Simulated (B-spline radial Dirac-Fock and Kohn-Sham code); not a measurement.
# Binding energies of W¹⁴⁺ at several levels of theory

System: the W¹⁴⁺ ion in the configuration 1s2 2s2 2p6 3s2 3p6 3d10 4s2 4p6 4d10 4f12 5s2.

The density-functional columns are spherical, spin-unpolarised Dirac-Kohn-Sham results without Breit or QED terms: −ε is minus the orbital energy of the initial state and ΔSCF the difference of two total energies. The reference in the last column comes from relaxed Dirac-Fock hole states (ΔSCF) with Breit and QED corrections and a finite nucleus. All numbers are from a B-spline atomic structure program, in eV; a selection of levels is shown. For the 1s level of heavy atoms much of the gap between ΔSCF and the reference is the Breit and QED part, -349.1 eV here; for other levels the error of the functional can be larger.

```
     level   LDA −ε  LDA ΔSCF  Dirac-Fock
    K (1s)  69610.6   70173.9     69836.9
   L1 (2s)  12251.2   12361.3     12419.9
L2 (2p1/2)  11735.6   11874.9     11856.6
L3 (2p3/2)  10384.1   10505.0     10518.8
   M1 (3s)   3044.3    3081.9      3136.0
M2 (3p1/2)   2813.4    2853.3      2887.1
M3 (3p3/2)   2521.0    2557.9      2594.0
M4 (3d3/2)   2129.7    2172.6      2181.5
M5 (3d5/2)   2066.1    2107.8      2119.1
   N1 (4s)    852.0     872.4       902.4
N2 (4p1/2)    755.9     776.2       797.6
N3 (4p3/2)    686.7     706.2       728.4
N4 (4d3/2)    527.6     546.8       557.1
N5 (4d5/2)    514.6     533.6       544.1
 N6,7 (4f)    311.5     329.6       326.8
   O1 (5s)    328.3     340.1       332.0
```

Values without a named source are computed, but for edge energies of neutral atoms, which are taken from tables.
